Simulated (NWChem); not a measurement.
## Extrapolating the MP2 correlation energy of boron monoxide dimer (B$_{2}$O$_{2}$)

```xyz
4

O      0.0000     0.0000    -2.0254
B      0.0000     0.0000    -0.8262
B      0.0000     0.0000     0.8262
O      0.0000     0.0000     2.0254
```
Charge 0, spin multiplicity 1.

Everything below was run with NWChem. All single points use one geometry, from PBE0/def2-SVP, a minimum by its harmonic frequencies. It is one conformer; others weren't searched.

The correlated methods keep 4 core orbitals frozen.

Worked example. The MP2 correlation energy is -521.88 mHa in cc-pVDZ and -642.36 mHa in cc-pVTZ. The form E(X) = E∞ + A/X³ turns the pair into an estimate of the basis-set limit.

E∞ = (3³·(-642.36) − 2³·(-521.88))/(3³ − 2³) = -693.1 mHa. The larger basis holds 93 % of that. This is a two-point estimate, and a rough one from so small a pair.
